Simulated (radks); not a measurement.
Spherical quantum dot in the effective-mass picture: electrons in a parabolic well V = omega^2 r^2 / 2 with omega = 0.25, with a point charge +2 (a donor) at the centre, all in effective atomic units (hartree* = m*/eps^2 hartree, bohr* = eps/m* bohr), one dielectric constant everywhere. Calculated with a radial shooting solver with Libxc functionals: non-relativistic Kohn-Sham, r2SCAN, spin-polarised, spherical densities, generalised Kohn-Sham scheme. Levels are named by radial order and angular momentum (1s, 1p, 1d, 2s, ...), and open shells are averaged over m. Each electron was tried in the lowest free levels, single moves between levels near the top were tried too, and the lowest total energy was kept; such a search can miss a lower state. At N = 1 the Hartree and exchange-correlation terms need not cancel, so that row can carry a self-interaction error.

| N | open shells | 2S | E (hartree*) | mu = E(N) - E(N-1) (hartree*) | addition energy mu(N+1) - mu(N) (hartree*) | e(HOMO) (hartree*) |
|---|---|---|---|---|---|---|
| 1 | 1s(up 1, down 0) | 1 | -1.97685 | -1.9768 | 1.121 | -1.5586 |
| 2 | none | 0 | -2.83312 | -0.85627 | 1.430 | -0.54217 |
| 3 | 2s(up 1, down 0) | 1 | -2.25963 | 0.57349 | 0.2438 | 0.67020 |
| 4 | 1p(up 1, down 0) 2s(up 1, down 0) | 2 | -1.44233 | 0.81730 | 0.2409 | 0.93843 |
| 5 | 1p(up 2, down 0) 2s(up 1, down 0) | 3 | -0.384110 | 1.0582 | 0.2338 | 1.1767 |
| 6 | 1p(up 3, down 0) 2s(up 1, down 0) | 4 | 0.907950 | 1.2921 | 0.2824 | 1.4057 |
| 7 | 1p(up 3, down 0) | 3 | 2.48242 | 1.5745 | 0.2256 | 1.6641 |
| 8 | 1p(up 3, down 1) | 2 | 4.28251 | 1.8001 | 0.1866 | 1.8931 |
| 9 | 1p(up 3, down 2) | 1 | 6.26919 | 1.9867 | 0.1862 | 2.0802 |
| 10 | none | 0 | 8.44206 | 2.1729 | 0.3315 | 2.2650 |
| 11 | 1d(up 1, down 0) | 1 | 10.9464 | 2.5043 | 0.1627 | 2.5857 |
| 12 | 1d(up 2, down 0) | 2 | 13.6134 | 2.6670 | 0.1619 | 2.7482 |
| 13 | 1d(up 3, down 0) | 3 | 16.4423 | 2.8289 | 0.1600 | 2.9093 |
| 14 | 1d(up 4, down 0) | 4 | 19.4312 | 2.9889 | 0.1578 | 3.0682 |
| 15 | 1d(up 5, down 0) | 5 | 22.5779 | 3.1467 | 0.2103 | 3.2249 |
| 16 | 1d(up 5, down 1) | 4 | 25.9350 | 3.3571 | 0.1443 | 3.4290 |
| 17 | 1d(up 5, down 2) | 3 | 29.4363 | 3.5013 | 0.1446 | 3.5736 |
| 18 | 1d(up 5, down 3) | 2 | 33.0822 | 3.6459 | 0.1441 | 3.7181 |
| 19 | 1d(up 5, down 4) | 1 | 36.8722 | 3.7900 | 0.1430 | 3.8617 |
| 20 | none | 0 | 40.8052 | 3.9330 | 0.2602 | 4.0040 |
| 21 | 1f(up 1, down 0) | 1 | 44.9984 | 4.1932 | 0.1330 | 4.2598 |
| 22 | 1f(up 2, down 0) | 2 | 49.3246 | 4.3262 | 0.1324 | 4.3926 |
| 23 | 1f(up 3, down 0) | 3 | 53.7832 | 4.4587 | 0.1316 | 4.5246 |
| 24 | 1f(up 4, down 0) | 4 | 58.3735 | 4.5903 | 0.1306 | 4.6557 |
| 25 | 1f(up 5, down 0) | 5 | 63.0944 | 4.7209 | 0.1296 | 4.7858 |
| 26 | 1f(up 6, down 0) | 6 | 67.9448 | 4.8504 | 0.1285 | 4.9149 |
| 27 | 1f(up 7, down 0) | 7 | 72.9237 | 4.9789 | 0.1444 | 5.0428 |
| 28 | 1f(up 7, down 0) 3s(up 1, down 0) | 8 | 78.0470 | 5.1233 | - | 5.1798 |

All shells are closed at N = 2, 10, 20 (there: 1s2 1p6 1d10 2s2); the second difference of the energy has clear peaks (12 % above both neighbours; the first and last values, which can be the largest, are not judged, and half-filled shells can peak too) at N = 2, 6, 10, 15, 20.
